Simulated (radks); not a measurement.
Values are calculated unless marked as measured or tabulated.
Charge is removed step by step from the 3s1/2 level of Fe3+, starting from [Ar] 3d5. Level of theory: Dirac Kohn-Sham, LDA (Slater exchange, Perdew-Wang correlation), spin-unpolarised, spherical densities, finite nucleus; open shells fill j = l - 1/2 first; Fermi nuclear charge, rms radius 3.7377 fm (a radial shooting solver on a logarithmic mesh with Libxc functionals).

removed (e),E - E(0) (eV),eigenvalue (eV),E minus straight line (eV)
0,0.000,-130.64,0.000
0.25,33.338,-136.08,-2.090
0.5,68.051,-141.64,-2.806
0.75,104.17,-147.31,-2.118
1,141.71,-153.08,0.000

Removing the whole electron costs 141.71 eV by Delta-SCF, against 130.64 eV from minus the eigenvalue at the starting occupation. Slater's transition state (half an electron removed) gives 141.64 eV. Integrating minus the eigenvalue over the occupation (Janak's theorem) gives 141.71 eV. The mean slope of the eigenvalue, de/dn, is 22.4 eV per electron.
